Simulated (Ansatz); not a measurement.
Relaxation of C₂H₆AlB (10 atoms, charge 0, multiplicity 1), to a largest force component of 0.015 eV/Å in at most 40 steps.

Theory: Ansatz, RKS PBE/def2-SVP.

```xyz
10
Properties=species:S:1:pos:R:3:forces:R:3
B -1.970 -1.199 -0.439 0.68 0.14 1.00
C -1.269 -1.101 0.739 0.41 0.35 -0.25
Al 0.366 0.006 0.771 -0.20 0.10 -0.75
C 1.268 1.070 -0.651 -0.43 -0.37 0.29
H -2.466 -1.203 -1.475 -0.57 0.00 -1.19
H -1.383 -1.508 1.737 -0.13 -0.25 0.51
H 1.073 0.048 2.158 0.19 -0.08 0.67
H 1.585 0.460 -1.505 0.10 -0.33 -0.39
H 2.169 1.567 -0.270 0.31 0.12 0.30
H 0.628 1.859 -1.065 -0.35 0.33 -0.18
```

**Question.** Where does it end, and by what steps?

**Answer.** The forces met the threshold. After 7 steps the energy has fallen by 0.196 eV; H5 moved furthest, 0.91 Å. Joined: B1–Al3.

```json
{"step": "0", "energy less start (eV)": "0.0000", "largest force component (eV/Å)": "1.192", "accepted": "yes"}
{"step": "1", "energy less start (eV)": "-0.1147", "largest force component (eV/Å)": "0.357", "accepted": "yes"}
{"step": "2", "energy less start (eV)": "-0.1398", "largest force component (eV/Å)": "0.276", "accepted": "yes"}
{"step": "3", "energy less start (eV)": "-0.1654", "largest force component (eV/Å)": "0.145", "accepted": "yes"}
{"step": "4", "energy less start (eV)": "-0.1810", "largest force component (eV/Å)": "0.361", "accepted": "yes"}
{"step": "5", "energy less start (eV)": "-0.1928", "largest force component (eV/Å)": "0.406", "accepted": "yes"}
{"step": "6", "energy less start (eV)": "-0.1613", "largest force component (eV/Å)": "2.227", "accepted": "no"}
{"step": "7", "energy less start (eV)": "-0.1963", "largest force component (eV/Å)": "0.013", "accepted": "yes"}
```

```xyz
10
Properties=species:S:1:pos:R:3
B -1.589 -0.947 -0.434
C -1.272 -1.143 0.882
Al 0.356 -0.032 0.856
C 1.048 0.945 -0.714
H -1.729 -0.680 -1.590
H -1.499 -1.603 1.847
H 1.105 0.019 2.273
H 1.288 0.261 -1.557
H 1.976 1.497 -0.460
H 0.316 1.685 -1.102
```

The run took 20 s on 1 thread of Arm Neoverse V2 (shared host), peak memory 0.12 GiB.
